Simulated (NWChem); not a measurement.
System: C2H7BO; SMILES CCBO

NWChem input:

```
start job
memory heap 200 mb stack 900 mb global 1100 mb
geometry units angstroms noautosym nocenter noautoz
  B     -0.644995     0.891477     0.000000
  H     -1.648435     1.572980     0.000000
  C     -0.719168    -0.683090     0.000000
  C      0.607175    -1.434662     0.000000
  H     -1.338165    -0.975316    -0.869399
  H     -1.338165    -0.975316     0.869399
  H      1.214645    -1.194846     0.889589
  H      1.214645    -1.194846    -0.889589
  H      0.471237    -2.527075     0.000000
  O      0.519360     1.577632     0.000000
  H      1.290969     0.998421     0.000000
end
basis spherical
  * library 6-311g**
end
dft
  xc bhlyp
  iterations 150
end
tddft
  cis
  ecut -17.5
  nroots 6
  notriplet
end
task tddft energy
```

Parts of the log:

```
             Northwest Computational Chemistry Package (NWChem) 7.3.0
             --------------------------------------------------------

                             Geometry "geometry" -> ""
                             -------------------------

 Output coordinates in angstroms (scale by  1.889725989 to convert to a.u.)

  No.       Tag          Charge          X              Y              Z
 ---- ---------------- ---------- -------------- -------------- --------------
    1 B                    5.0000    -0.64499500     0.89147700     0.00000000
    2 H                    1.0000    -1.64843500     1.57298000     0.00000000
    3 C                    6.0000    -0.71916800    -0.68309000     0.00000000
    4 C                    6.0000     0.60717500    -1.43466200     0.00000000
    5 H                    1.0000    -1.33816500    -0.97531600    -0.86939900
    6 H                    1.0000    -1.33816500    -0.97531600     0.86939900
    7 H                    1.0000     1.21464500    -1.19484600     0.88958900
    8 H                    1.0000     1.21464500    -1.19484600    -0.88958900
    9 H                    1.0000     0.47123700    -2.52707500     0.00000000
   10 O                    8.0000     0.51936000     1.57763200     0.00000000
   11 H                    1.0000     1.29096900     0.99842100     0.00000000

 Effective nuclear repulsion energy (a.u.)     114.2969207846

                                 NWChem DFT Module
                                 -----------------

 Summary of "ao basis" -> "ao basis" (spherical)
 ------------------------------------------------------------------------------
       Tag                 Description            Shells   Functions and Types
 ---------------- ------------------------------  ------  ---------------------
 B                          6-311g**                 8       18   4s3p1d
 H                          6-311g**                 4        6   3s1p
 C                          6-311g**                 8       18   4s3p1d
 O                          6-311g**                 8       18   4s3p1d

            General Information
            -------------------
          SCF calculation type: DFT
          Wavefunction type:  closed shell.
          No. of atoms     :    11
          No. of electrons :    32
           Alpha electrons :    16
            Beta electrons :    16
          Charge           :     0
          Spin multiplicity:     1
          Use of symmetry is: off; symmetry adaption is: off
          Maximum number of iterations: 150
          AO basis - number of functions:   114
                     number of shells:    60
          Convergence on energy requested:  1.00D-06
          Convergence on density requested:  1.00D-05
          Convergence on gradient requested:  5.00D-04

              XC Information
              --------------
                        BHLYP Method XC Functional
                     Hartree-Fock (Exact) Exchange  0.500
                        Slater Exchange Functional  0.500 local
                    Becke 1988 Exchange Functional  0.500 non-local
              Lee-Yang-Parr Correlation Functional  1.000

             Grid Information
             ----------------
          Grid used for XC integration:  medium
          Radial quadrature: Mura-Knowles
          Angular quadrature: Lebedev.
          Tag              B.-S. Rad. Rad. Pts. Rad. Cut. Ang. Pts.
          ---              ---------- --------- --------- ---------
          B                   0.85       49          11.0       434
          H                   0.35       45          12.0       434
          C                   0.70       49          11.0       434
          O                   0.60       49          11.0       434
          Grid pruning is: on
          Number of quadrature shells:   511
          Spatial weights used:  Erf1

      Superposition of Atomic Density Guess
      -------------------------------------

 Sum of atomic energies:        -178.14512652

      Non-variational initial energy
      ------------------------------

 Total energy =    -180.401325
 1-e energy   =    -465.739636
 2-e energy   =     171.041390
 HOMO         =      -0.344677
 LUMO         =       0.035204

[...]

                                NWChem TDDFT Module
                                -------------------

            General Information
            -------------------
           No. of orbitals :     228
            Alpha orbitals :     114
             Beta orbitals :     114
        Alpha frozen cores :       0
         Beta frozen cores :       0
     Alpha frozen virtuals :       0
      Beta frozen virtuals :       0
         Spin multiplicity :       1
    Number of AO functions :     114
        Use of symmetry is : off
      Symmetry adaption is : off
         Schwarz screening :  0.10D-07

              XC Information
              --------------
                 BHLYP Method XC Functional
              Hartree-Fock (Exact) Exchange   0.50
                 Slater Exchange Functional   0.50 local
             Becke 1988 Exchange Functional   0.50 non-local
       Lee-Yang-Parr Correlation Functional   1.00

             TDDFT Information
             -----------------
          Calculation type : Tamm-Dancoff TDDFT
         Wavefunction type : Restricted singlets
          No. of electrons :      32
           Alpha electrons :      16
            Beta electrons :      16
              No. of roots :       6
          Max subspacesize :    5200
            Max iterations :     100
               Target root :       1
           Target symmetry : none
             Energy Cutoff :-0.18D+02
      Symmetry restriction : off
                 Algorithm : Optimal
        Davidson threshold :  0.10D-03

    6 smallest eigenvalue differences (eV)
--------------------------------------------------------
  No. Spin  Occ  Vir  Irrep   E(Occ)    E(Vir)   E(Diff)
--------------------------------------------------------
    1    1    1   17 a       -19.691     0.057   537.379
    2    1    1   18 a       -19.691     0.062   537.523
    3    1    1   19 a       -19.691     0.101   538.592
    4    1    1   20 a       -19.691     0.127   539.291
    5    1    1   21 a       -19.691     0.138   539.577
    6    1    1   22 a       -19.691     0.151   539.935
--------------------------------------------------------

  Entering Davidson iterations
  Restricted singlet excited states

  Iter   NTrls   NConv    DeltaV     DeltaE      Time
  ----  ------  ------  ---------  ---------  ---------
    1      6       0     0.13E+00   0.10+100       15.4
    2     12       0     0.38E-01   0.23E-01       12.1
    3     18       0     0.49E-01   0.52E-02       14.1
    4     24       0     0.36E-01   0.97E-02       14.6
    5     30       2     0.76E-02   0.11E-02       13.1
    6     34       4     0.11E-02   0.27E-04       11.7
    7     36       5     0.12E-03   0.21E-06        9.3
    8     37       6     0.28E-04   0.17E-08        7.9
  ----  ------  ------  ---------  ---------  ---------
  Convergence criterion met

  Ground state a        -180.496117569626 a.u.

  ----------------------------------------------------------------------------
  Root   1 singlet a             19.546082819 a.u.              531.8762 eV
  ----------------------------------------------------------------------------
     Transition Moments    X -0.00000   Y  0.00000   Z  0.04443
     Dipole Oscillator Strength                    0.0257273746
     Electric Quadrupole                           0.0007906395
     Magnetic Dipole                               0.0012867934
     Total Oscillator Strength                     0.0278048075

     Occ.    1  a   ---  Virt.   17  a        0.98705
     Occ.    1  a   ---  Virt.   31  a       -0.05308
     Occ.    1  a   ---  Virt.   34  a       -0.05796
     Occ.    1  a   ---  Virt.   47  a        0.10054
     Occ.    1  a   ---  Virt.   48  a        0.07737
  ----------------------------------------------------------------------------
  Root   2 singlet a             19.573822120 a.u.              532.6310 eV
  ----------------------------------------------------------------------------
     Transition Moments    X  0.03451   Y -0.02653   Z  0.00000
     Dipole Oscillator Strength                    0.0247303997
     Electric Quadrupole                           0.0007701996
     Magnetic Dipole                               0.0010974226
     Total Oscillator Strength                     0.0265980220

     Occ.    1  a   ---  Virt.   18  a       -0.79111
     Occ.    1  a   ---  Virt.   19  a        0.36145
     Occ.    1  a   ---  Virt.   21  a        0.32867
     Occ.    1  a   ---  Virt.   22  a        0.25661
     Occ.    1  a   ---  Virt.   25  a       -0.06396
     Occ.    1  a   ---  Virt.   29  a        0.10360
     Occ.    1  a   ---  Virt.   33  a        0.17689
     Occ.    1  a   ---  Virt.   36  a        0.05727
     Occ.    1  a   ---  Virt.   44  a       -0.06579
     Occ.    1  a   ---  Virt.   52  a        0.05754
  ----------------------------------------------------------------------------
  Root   3 singlet a             19.695595191 a.u.              535.9446 eV
  ----------------------------------------------------------------------------
     Transition Moments    X -0.02503   Y -0.00618   Z -0.00000
     Dipole Oscillator Strength                    0.0087252850
     Electric Quadrupole                           0.0002956099
     Magnetic Dipole                               0.0003219995
     Total Oscillator Strength                     0.0093428944

[...]
```

Level: BHandHLYP/6-311G** (spherical d), restricted-window TDA. The geometry was optimised at PBE0/def2-SVP. The quadrupole and magnetic terms of the printed total strengths depend on the origin.
